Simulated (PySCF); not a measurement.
# Excitation energy of Ti+ by level of theory

Ti+ [Ar] 3d2 4s1 (4F) → Ti+ [Ar] 3d3 (4F), as a difference of total energies. Computed with PySCF 2.14 in aug-cc-pVDZ-DK (7s6p4d2f, 59 functions), with scalar relativity by spin-free X2C-1e. Correlated levels: valence: [Ar] frozen. The calculations carry no spin-orbit coupling.

```json
{"method": "UHF", "excitation energy (cm⁻¹)": "5271.3"}
{"method": "LDA", "excitation energy (cm⁻¹)": "-1865.5"}
{"method": "PBE0", "excitation energy (cm⁻¹)": "-1074.6"}
{"method": "r2SCAN", "excitation energy (cm⁻¹)": "-1499.1"}
{"method": "B3LYP", "excitation energy (cm⁻¹)": "-535.00"}
{"method": "r2SCAN0", "excitation energy (cm⁻¹)": "-772.22"}
{"method": "MN15", "excitation energy (cm⁻¹)": "-4507.2"}
{"method": "MP2 (valence)", "excitation energy (cm⁻¹)": "3481.1"}
{"method": "SCS-MP2 (valence)", "excitation energy (cm⁻¹)": "4674.6"}
```

Task: Estimate what PW91 gives.

Result: -1921.6 cm⁻¹, closest to LDA among the rows shown.

Task: Estimate what PBE gives.

Result: -1729.3 cm⁻¹, closest to LDA among the rows shown.

Errors of the correlated levels include the incompleteness of this basis and the frozen core.

For comparison: 860.27 cm⁻¹ (measured; NIST levels, between the centres of gravity of the two terms).
